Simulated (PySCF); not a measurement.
A survey of 31P NMR shifts

PySCF 2.14 calculation with σ from GIAO-PBE0/pcSseg-1 and GFN2-xTB geometry; relativity neglected, one computed conformer, equivalent nuclei averaged, no solvent model.

Shieldings were converted by a linear fit to measured shifts: 31P: δ = 270.09 − 0.828σ (rms 18.1 ppm, 64 shifts vs H3PO4, solution or neat liquid). A few per cent of atoms miss by over 2 rms, more outside the fitted compound classes.

(1) Give the 31P shifts of `N#CCC/P=P/C[SiH3]`.

(2) Match the shifts 82.7, -79.9, -218.3 ppm to `COc1[pH]c(C)c(C)c1F`, `[SiH3]N([SiH3])P1CCC1`, `C=C[SiH2][Si@](C)(N)P`.

## Answers

(1) 
| compound | environment | δ (ppm) |
| --- | --- | --- |
| [N:1]#[C:2][CH2:3][CH2:4]/[P:5]=[P:6]/[CH2:7][SiH3:8] | P6: phosphorus bonded to C, P | 560.3 |
| [N:1]#[C:2][CH2:3][CH2:4]/[P:5]=[P:6]/[CH2:7][SiH3:8] | P5: phosphorus bonded to C, P | 547.3 |

(2) 82.7: [SiH3]N([SiH3])P1CCC1 (phosphorus bonded to 2 C, N, in a 4-membered ring); -79.9: COc1[pH]c(C)c(C)c1F (ring phosphorus); -218.3: C=C[SiH2][Si@](C)(N)P (phosphorus bonded to Si, 2 H).
